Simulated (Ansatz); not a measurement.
Geometry optimisation, RKS PBE-D4/def2-SVP in Ansatz 0.2.0.

The input (input.yaml):

```yaml
crystal:
  periodic: [false, false, false]
  atoms:
    - { symbol: C, position_ang: [-0.1116, 0.7943, -1.0168] }
    - { symbol: C, position_ang: [-0.0365, -0.4979, -0.2828] }
    - { symbol: C, position_ang: [0.873, -0.3241, 0.9061] }
    - { symbol: Si, position_ang: [-1.6365, -1.2368, 0.1824] }
    - { symbol: H, position_ang: [-0.7691, 0.7264, -1.95] }
    - { symbol: H, position_ang: [-0.6219, 1.626, -0.4021] }
    - { symbol: H, position_ang: [0.852, 1.2071, -1.3345] }
    - { symbol: H, position_ang: [0.4765, -1.1941, -0.9741] }
    - { symbol: H, position_ang: [1.07722, -1.26622, 1.49874] }
    - { symbol: H, position_ang: [1.88377, 0.07772, 0.6395] }
    - { symbol: H, position_ang: [0.46999, 0.39675, 1.64167] }
    - { symbol: H, position_ang: [-2.3999, -0.3268, 1.1359] }
basis:
  gaussian: { orbitals: def2-SVP }
hamiltonian:
  xc: pbe
  dispersion: d4
relax:
  f_tol: 0.015
  max_steps: 40
output:
  orbitals: {}
```

Command:

```bash
$ ansatz run input.yaml --threads 2 --pin off --max-ram 3072MiB --backend cpu --events-out ev --progress --plain --runs-dir out
```

Question: Where does it end, and by what steps?

Answer: It converged. After 21 steps the energy has fallen by 0.595 eV; H10 moved furthest, 0.86 Å. Joined: C3–Si4.

```json
{"step": "0", "energy less start (eV)": "0.0000", "largest force component (eV/Å)": "2.356", "accepted": "yes"}
{"step": "1", "energy less start (eV)": "-0.3967", "largest force component (eV/Å)": "0.933", "accepted": "yes"}
{"step": "2", "energy less start (eV)": "-0.4670", "largest force component (eV/Å)": "0.237", "accepted": "yes"}
{"step": "3", "energy less start (eV)": "-0.4782", "largest force component (eV/Å)": "0.084", "accepted": "yes"}
{"step": "4", "energy less start (eV)": "-0.4791", "largest force component (eV/Å)": "0.129", "accepted": "yes"}
{"step": "5", "energy less start (eV)": "-0.4819", "largest force component (eV/Å)": "0.053", "accepted": "yes"}
{"step": "6", "energy less start (eV)": "-0.4681", "largest force component (eV/Å)": "0.687", "accepted": "no"}
{"step": "7", "energy less start (eV)": "-0.4860", "largest force component (eV/Å)": "0.064", "accepted": "yes"}
{"step": "8", "energy less start (eV)": "-0.4851", "largest force component (eV/Å)": "0.257", "accepted": "no"}
{"step": "9", "energy less start (eV)": "-0.4880", "largest force component (eV/Å)": "0.050", "accepted": "yes"}
{"step": "10", "energy less start (eV)": "-0.4891", "largest force component (eV/Å)": "0.034", "accepted": "yes"}
{"step": "11", "energy less start (eV)": "-0.4924", "largest force component (eV/Å)": "0.051", "accepted": "yes"}
{"step": "12", "energy less start (eV)": "-0.4964", "largest force component (eV/Å)": "0.164", "accepted": "yes"}
{"step": "13", "energy less start (eV)": "-0.5064", "largest force component (eV/Å)": "0.708", "accepted": "yes"}
{"step": "14", "energy less start (eV)": "-0.5284", "largest force component (eV/Å)": "1.066", "accepted": "yes"}
{"step": "15", "energy less start (eV)": "-0.5506", "largest force component (eV/Å)": "0.925", "accepted": "yes"}
{"step": "16", "energy less start (eV)": "-0.5474", "largest force component (eV/Å)": "0.631", "accepted": "no"}
{"step": "17", "energy less start (eV)": "-0.5891", "largest force component (eV/Å)": "0.167", "accepted": "yes"}
{"step": "18", "energy less start (eV)": "-0.5936", "largest force component (eV/Å)": "0.037", "accepted": "yes"}
{"step": "19", "energy less start (eV)": "-0.5922", "largest force component (eV/Å)": "0.129", "accepted": "no"}
{"step": "20", "energy less start (eV)": "-0.5943", "largest force component (eV/Å)": "0.015", "accepted": "yes"}
{"step": "21", "energy less start (eV)": "-0.5945", "largest force component (eV/Å)": "0.011", "accepted": "yes"}
```

```xyz
12
Properties=species:S:1:pos:R:3
C -0.253 0.915 -1.086
C 0.110 -0.425 -0.459
C 0.791 -0.349 0.915
Si -1.177 -1.515 0.491
H -0.852 0.775 -2.009
H -0.862 1.527 -0.389
H 0.646 1.507 -1.366
H 0.711 -1.045 -1.155
H 0.286 -1.055 1.700
H 1.831 -0.730 0.937
H 0.724 0.654 1.376
H -1.897 -0.277 1.089
```

Whether the end is a true minimum wasn't checked by a vibrational analysis.

Time of the run: 32 s on 2 threads of Intel(R) Xeon(R) Platinum 8375C CPU @ 2.90GHz (Ice Lake), on a shared host, peak memory 0.15 GiB.
